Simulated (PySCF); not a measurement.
# How methods differ on the excitation energy of H

H 1s1 (2S) → H 3d1 (2D), as a difference of total energies. Computed with PySCF 2.14 in aug-cc-pVQZ with one added diffuse shell each of s, p, d, f type (6s5p4d3f, 62 functions), with no relativity, point nucleus. The calculations carry no spin-orbit coupling.

```csv
method,excitation energy (eV)
UHF,13.381
LDA,12.324
PBE,12.623
r2SCAN,12.884
wB97M-V,13.273
BP86,12.482
HSE06,12.797
```

Task: Estimate what PBE0 gives.

Result: 12.818 eV, closest to HSE06 among the rows shown.

Task: Estimate what BLYP gives.

Result: 12.541 eV, closest to BP86 among the rows shown.

The promoted electron is Rydberg-like, and one or two diffuse shells describe it only roughly, which tends to raise the upper state.

In the upper state the promoted electron has a positive orbital energy at LDA, PBE, PBE0, r2SCAN, BLYP, wB97M-V, BP86, HSE06, so the basis confines it.

For comparison: 12.088 eV (measured; NIST levels, between the centres of gravity of the two terms).
